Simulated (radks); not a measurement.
All-electron atom: Ge22+ in 1s1.5 2s2 2p6 3p0.5 (fractional occupations, a model configuration). Calculated with a radial shooting solver on a logarithmic mesh with Libxc functionals: scalar-relativistic Kohn-Sham, SCAN, spin-polarised, spherical densities, finite nucleus; open shells are filled with parallel spins first; meta-GGA in the generalised Kohn-Sham scheme; Fermi nuclear charge, rms radius 4.0742 fm.

Normalised radial functions P(r) = r R(r), r in bohr:

r	2s up	2s down	2p up
0.002442	0.2827	0.2826	0.0069
0.002731	0.3123	0.3121	0.0085
0.003055	0.3445	0.3443	0.0104
0.003389	0.3769	0.3767	0.0126
0.003791	0.4146	0.4144	0.0155
0.00424	0.4554	0.4552	0.0191
0.004743	0.4993	0.4991	0.0234
0.005263	0.5428	0.5426	0.0284
0.005886	0.5925	0.5923	0.0349
0.006584	0.6451	0.6449	0.0428
0.007364	0.7002	0.7000	0.0525
0.008171	0.7533	0.7531	0.0634
0.00914	0.8120	0.8118	0.0776
0.01022	0.8714	0.8712	0.0948
0.01143	0.9305	0.9303	0.1157
0.01269	0.9838	0.9837	0.1389
0.01419	1.0380	1.0380	0.1689
0.01587	1.0868	1.0870	0.2047
0.01775	1.1277	1.1281	0.2475
0.01986	1.1579	1.1585	0.2982
0.02204	1.1734	1.1743	0.3535
0.02465	1.1731	1.1744	0.4228
0.02757	1.1512	1.1530	0.5034
0.03083	1.1036	1.1060	0.5963
0.03421	1.0327	1.0358	0.6944
0.03827	0.9239	0.9279	0.8130
0.0428	0.7784	0.7827	0.9451
0.04788	0.5939	0.5988	1.0899
0.05312	0.3866	0.3923	1.2350
0.05942	0.1256	0.1325	1.4002
0.06646	-0.1696	-0.1623	1.5701
0.07434	-0.4925	-0.4851	1.7398
0.08249	-0.8082	-0.8009	1.8916
0.09226	-1.1526	-1.1455	2.0412
0.1032	-1.4867	-1.4801	2.1681
0.1154	-1.7901	-1.7839	2.2625
0.1281	-2.0265	-2.0211	2.3131
0.1433	-2.2159	-2.2119	2.3198
0.1602	-2.3231	-2.3207	2.2716
0.1792	-2.3383	-2.3374	2.1663
0.2005	-2.2593	-2.2599	2.0061
0.2224	-2.1073	-2.1092	1.8144
0.2488	-1.8732	-1.8761	1.5728
0.2783	-1.5881	-1.5917	1.3100
0.3113	-1.2796	-1.2830	1.0435
0.3454	-0.9965	-0.9990	0.8084
0.3863	-0.7178	-0.7194	0.5822
0.4321	-0.4837	-0.4845	0.3943
0.4833	-0.3029	-0.3030	0.2494
0.5363	-0.1825	-0.1820	0.1524
0.5998	-0.0971	-0.0964	0.0827
0.6709	-0.0468	-0.0461	0.0408
0.7504	-0.0201	-0.0197	0.0181
0.8327	-0.0082	-0.0080	0.0076
0.9314	-0.0027	-0.0027	0.0027
1.042	-0.0008	-0.0008	0.0008
1.165	-0.0002	-0.0002	0.0002
1.293	0.0000	0.0000	0.0000
1.446	0.0000	0.0000	0.0000
1.617	0.0000	0.0000	0.0000

2s up: eigenvalue -2352.5 eV, 1 radial node at r = 0.0624 bohr, <r> = 0.203 bohr, 90 % of the charge inside 0.313 bohr. 2s down: eigenvalue -2348.2 eV, 1 radial node at r = 0.0626 bohr, <r> = 0.204 bohr, 90 % of the charge inside 0.313 bohr. 2p up: eigenvalue -2193.1 eV, 0 radial nodes, <r> = 0.177 bohr, 90 % of the charge inside 0.287 bohr.

Empty levels of this run are not shown, since the potential may be unsettled where no density lies.
